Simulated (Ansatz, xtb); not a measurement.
**A geometry optimisation of ClF2GeH2Sn+ with r2SCAN-D4/def2-SVP**

The starting geometry of this gas-phase singlet was built from a drawn formula by distance geometry and a force field; its bonds are those of `[F][GeH2][Sn+]([F])[Cl]`.

```xyz
7

Cl   -0.8732   -0.7974   -1.7987
F    -0.5307   -2.9927    2.3494
F     0.8406    1.5614    0.6074
Ge    0.9170   -2.2221    1.7910
Sn    0.3685   -0.2913    0.2009
H     1.6941   -1.6271    3.0391
H     1.8151   -3.2344    1.0716
```

**Question.** Predict what it relaxes into with r2SCAN-D4/def2-SVP.

**Answer.** It keeps its bonds, and is `[F][GeH2][Sn+]([F])[Cl]`.

The energy falls by 0.59 eV over 53 steps:

```csv
step,E − E(last) (eV)
1,0.585
7,0.005
13,0.002
18,0.002
24,0.001
30,0.001
36,0.000
41,0.000
47,0.000
53,0.000
```

Final geometry (Å):

```tsv
atom	x (Å)	y (Å)	z (Å)
Cl	-1.5527	-0.1440	-1.1480
F	-0.2979	-3.3385	1.7095
F	1.4572	1.0818	-0.2190
Ge	1.0497	-2.3143	1.9984
Sn	0.3052	-0.3975	0.1663
H	0.9377	-1.5997	3.3379
H	2.3321	-2.8913	1.4156
```

From the same start GFN2-xTB ends elsewhere, in pieces: F2GeH2 + ClSn.

No frequencies were run, so the end isn't proven a minimum. Atoms past krypton carry core potentials, without spin–orbit terms. Run with Ansatz 0.2.0, 3.3 min on 2 threads of Arm Neoverse V2, on a shared host.
